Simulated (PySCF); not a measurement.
A structure optimised at B3LYP-D3(BJ)/def2-SVP, used in a PySCF frequency run:

```xyz
9

B     -0.6165    -1.1859     0.0000
H     -1.8018    -1.4317     0.0000
C      0.4383    -2.3415     0.0000
H      0.2671    -2.9934    -0.8765
H      1.4865    -2.0090     0.0000
H      0.2671    -2.9934     0.8765
N     -0.2400     0.1804     0.0000
C     -0.0039     1.3557     0.0000
O      0.2421     2.5011     0.0000
```
Charge 0, spin multiplicity 1.

**Question.** Write its SMILES, formula and point group.

**Answer.** CBN=C=O, C₂H₄BNO, Cs

**Question.** What are its rotational constants (standard atomic weights)?

**Answer.** 33.005, 2.2125, 2.1001 GHz
